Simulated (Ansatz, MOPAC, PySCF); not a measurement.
Noncovalent pair: CH3F (SMILES CF) (first 5 atoms) with H2 (SMILES [H][H]); geometry from B3LYP-D3(BJ)/def2-TZVP.
(charge 0, multiplicity 1):
```csv
atom,x (Å),y (Å),z (Å)
C,-0.4448,-0.6709,-0.3515
F,-0.2025,0.6227,0.0983
H,0.1037,-0.8265,-1.2811
H,-0.1054,-1.3753,0.4088
H,-1.5157,-0.7880,-0.5214
H,0.2187,0.2783,2.5843
H,0.3090,-0.0479,3.2478
```

Monomers are frozen at their geometry in the pair; levels with a basis set take the counterpoise correction.

The state that PM7 reach isn't checked; PM7 holds dispersion and hydrogen-bond terms.

Programs: Ansatz (a program for electronic structure); MOPAC for PM7 (differences of heats of formation); PySCF for the dispersion terms. Values without a source in brackets are computed.

**Question.** One of these levels gives -0.39 kcal/mol for the interaction energy. Which?
A. PM7
B. BLYP-D4/def2-TZVPPD
C. BLYP/def2-TZVPPD

**Answer.** B, BLYP-D4/def2-TZVPPD. The others give 0.44 (PM7), 0.13 (BLYP/def2-TZVPPD)
